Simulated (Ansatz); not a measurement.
The first iterations of a band of a periodic cell of 17 atoms, AlSi₁₆ (host Si, host structure diamond, interstitial Al).

The calculation used Ansatz, DFT PBE-D3(BJ), scalar-relativistic, plane waves, PAW. Settings: PAW set soft_1, cutoff 420 eV, k mesh 2x2x2, gaussian smearing 0.05 eV, spin collinear.

```yaml
movable_images: 5
climbing_image: yes
spring: 2.0 eV/Å²
optimiser: quadratic models (default)
start_path: IDPP
force_threshold: 0.05 eV/Å
iteration_limit: 48
end_points: relaxed
```

Image 0:

```xyz
17
Lattice="0.0000 5.4300 5.4300 5.4300 0.0000 5.4300 5.4300 5.4300 0.0000" Properties=species:S:1:pos:R:3
Si 0.033 -0.041 -0.038
Si 1.377 1.303 1.306
Si 2.749 2.674 -0.023
Si 4.119 4.046 1.306
Si 2.749 -0.025 2.676
Si 4.119 1.303 4.048
Si 5.448 2.674 2.676
Si 6.773 4.080 4.082
Si 0.049 2.675 2.677
Si 1.377 4.046 4.048
Si 2.748 5.374 2.677
Si 4.154 6.699 4.081
Si 2.748 2.675 5.376
Si 4.154 4.079 6.701
Si 5.463 5.389 5.392
Si 6.773 6.699 6.701
Al 8.178 8.104 8.106
```

Image 6:

```xyz
17
Lattice="0.0000 5.4300 5.4300 5.4300 0.0000 5.4300 5.4300 5.4300 0.0000" Properties=species:S:1:pos:R:3
Si 0.089 -0.084 -0.013
Si 1.414 1.321 1.391
Si 2.742 2.692 0.021
Si 4.113 4.020 1.391
Si 2.742 -0.050 2.763
Si 4.114 1.321 4.091
Si 5.485 2.693 2.763
Si 6.829 4.036 4.107
Si 0.089 2.726 2.797
Si 1.399 4.036 4.107
Si 2.709 5.346 2.797
Si 4.113 6.751 4.122
Si 2.708 2.726 5.417
Si 4.114 4.052 6.822
Si 5.485 5.380 5.450
Si 6.813 6.751 6.822
Al 9.544 6.751 6.822
```

| iteration | highest image above the first end (eV) | largest band force component (eV/Å) |
| --- | --- | --- |
| 1 | 1.679 | 3.079 |
| 2 | 0.982 | 1.150 |

**Question.** Does the band converge within its limit, and where does its top end?

**Answer.** The forces met the threshold. It ended after 5 iterations with the highest image 0.769 eV above the first end. By the program's own check the climbing image is of a kind that is not told: the force calls were inconclusive, a negative curvature could not be distinguished from the path's own, the only one lies far off the path, or fixed occupations may fill a level only in part (lowest curvatures found: -3.60 and 0.61 eV/Å²). Limits of this set-up: coarse k mesh.

The run took 4.6 min on 2 threads of Arm Neoverse V1 (shared host), peak memory 1.5 GiB.
